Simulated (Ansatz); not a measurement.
`B[SiH2][SiH3]` + `N[SiH2]F` → `B[SiH2]N[SiH2]F` + SiH₄ at 600 K and 1 bar (cleavage of the Si–Si bond).

Computed with Ansatz on PBE0-D4/def2-TZVP structures; ΔE is electronic, products minus reactants. CCSD(T)/CBS is the MP2 limit (def2-TZVPP, def2-QZVPP) plus CCSD(T) − MP2 in def2-TZVPP, frozen cores. This one scheme is used for every species. One conformer a species, not always the lowest.

```
          species  CCSD(T)/CBS energy (Eh)  H − E (kJ/mol)  S (J/(mol·K))
  `B[SiH2][SiH3]`               -607.10947           221.6          424.2
       `N[SiH2]F`               -446.07709           163.0          343.3
`B[SiH2]N[SiH2]F`               -761.73684           269.2          472.4
             SiH₄               -291.46306           108.7          242.3
```

H − E and S are ideal-gas, rigid-rotor, harmonic terms from PBE0-D4/def2-TZVP, for one conformer and one mirror image of each species. 1 Eh = 2625.50 kJ/mol, R = 8.31446 J/(mol·K).

Task: By hand: ΔE, ΔH, ΔS and ΔG.

Result: ΔE = (-761.73684) + (-291.46306) − (-607.10947) − (-446.07709) = -0.01334 Eh = -35.0 kJ/mol. Δ(H − E) = 269.2 + 108.7 − 221.6 − 163.0 = -6.7, so ΔH = -41.7 kJ/mol. ΔS = 472.4 + 242.3 − 424.2 − 343.3 = -52.8 J/(mol·K). ΔG = -41.7 − 600 × (-52.8)/1000 = -10.0 kJ/mol.

Task: By hand: the equilibrium constant, and the temperature at which ΔG would vanish if ΔH and ΔS stayed fixed.

Result: log₁₀ K = −ΔG/(RT ln 10) = 0.9. ΔG = 0 at ΔH/ΔS = 790 K.

TΔS isn't small against ΔH here. A doubt of 5 kJ/mol in ΔE shifts log₁₀ K by 0.4 here. Other conformers and mirror images would add mixing entropy, several J/(mol·K) or more a flexible species. Modes under 60 cm⁻¹, often nearly free rotors, make the harmonic entropy too high. These are equilibria of isolated gas molecules and say nothing of rates. Largest T1 diagnostic: 0.014 (customary marks: 0.02 for closed shells, 0.045 for open ones).
